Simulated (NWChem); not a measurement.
Molecule: ZnSH, doublet; SMILES [Zn][SH]

```xyz
3

Zn    -0.0023     0.7760     0.0000
S     -0.0726    -1.4643     0.0000
H      1.2714    -1.6248     0.0000
```
Atoms are numbered in this order, from 1.

Level: B3LYP/6-31G* (spherical d), spin-unrestricted (NWChem), optimised geometry, unscaled harmonic frequencies. In the optimisation the excess spin sits in a' (Cs, its own frame). The spin multiplicity was typed, not searched, and may not be the lowest.

| frequency (cm⁻¹) | IR intensity (km/mol) |
|---|---|
| 320 | 19.0 |
| 531 | 20.8 |
| 2659 | 9.1 |

```yaml
zero_point_energy: 5.0 kcal/mol
thermal correction to the enthalpy at 298.15 K (with zero-point energy): 7.8 kcal/mol
heat capacity Cv: 8.8 cal/(mol K)
"entropy at 298.15 K and 1 atm (symmetry number 1, electronic part: spin degeneracy alone)": 64.4 cal/(mol K)
dipole_moment: 2.09 D
```

Rigid rotor and harmonic oscillator.
